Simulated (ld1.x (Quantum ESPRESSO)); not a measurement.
**beryllium (Be): one change to a TM potential, before and after**

- Element: beryllium
- Generator: ld1.x (Quantum ESPRESSO) 7.5
- Type: norm-conserving Troullier–Martins (Kleinman–Bylander form)
- Functional: PBE
- Relativity: scalar-relativistic
- Frozen core: [He]
- Valence charge: 2
- Reference configuration: 2s1.75 2p0 (charge +0.25)
- Partial waves: 2p (bound, empty): rc 3.65 bohr; 3d channel at 0.2 Ry: rc 3.05 bohr; 2s (bound): rc 2.20 bohr
- Local potential: the s channel
- Core correction: none

All-electron outer shells of the reference configuration (PBE, scalar-relativistic, ld1.x):

```csv
shell,level (eV),outermost node (bohr),outermost maximum (bohr)
1s,-108.80,–,0.27
2s,-7.50,0.59,1.99
2p,-3.78,–,2.17
```

Change: wave 2p (bound): rc 3.65 bohr becomes 2p (bound): rc 4.88 bohr.

Cutoffs: the cutoffs (Ry, on a coarse ladder) from which the occupation-weighted sum of valence levels, in a spherical-Bessel basis at the reference potential, stays within 10 and 1 mRy of its value at 400 Ry; they do not see the model core or the augmentation charge, which bear on the density cutoff. Errors are all-electron minus pseudo energies relative to the spin-unpolarised reference configuration.

Question: How do hardness, ghosts and transferability respond?

Answer: The potential gets neither clearly harder nor softer (8 Ry and 18 Ry → 8 Ry and 18 Ry); of the 6 tests that both files solve, the error grows in 3 and shrinks in 0 by more than 15 % and 0.3 meV (median size 3.7 → 5.9 meV); neither file shows a bound ghost. More of the atom is replaced by a form fitted at one configuration, so other configurations suffer.

```tsv
quantity	base	changed
cutoff, loose	8 Ry	8 Ry
cutoff, tight	18 Ry	18 Ry
bound ghosts	none	none
error for 2s2 2p0, meV [ΔE -1.64 eV]	+0.3	+0.3
error for 2s1 2p0, meV [ΔE 7.91 eV]	+6.6	+6.6
error for 2s1.5 2p0, meV [ΔE 2.12 eV]	+0.4	+0.4
error for 2s0 2p2, meV [ΔE 5.61 eV]	-18	-28
error for 2s0 2p1, meV [ΔE 11.82 eV]	-87	-213
error for 2s1 2p1, meV [ΔE 1.98 eV]	-0.7	+5.2
```
